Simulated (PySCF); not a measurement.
C2H8N2Si2, SMILES CC1=N[SiH2][Si@H]1N.

Coordinates come from a PBE0-D3(BJ)/def2-SVP optimisation. The structure was generated by enumeration; whether it is a known compound was not checked. Other conformers were not sampled.

Vertical ionisation energy (IE) and electron affinity (EA) in eV. Rows of orbital energies are one-electron estimates. Where ΔSCF, EOM or ADC give a negative EA the extra electron is unbound and the value depends on the basis.

```tsv
level	IE	EA
−ε(HOMO), −ε(LUMO), HF/def2-TZVP (PySCF)	9.61	-2.67
−ε(HOMO), −ε(LUMO), PBE/def2-TZVP (PySCF)	?	?
```

Problem. Fill in the missing entries. (An estimate is asked for; the answer gives what the named calculation found.)

Solution. 
- −ε(HOMO), −ε(LUMO), PBE/def2-TZVP (PySCF), IE: 5.17
- −ε(HOMO), −ε(LUMO), PBE/def2-TZVP (PySCF), EA: 1.85
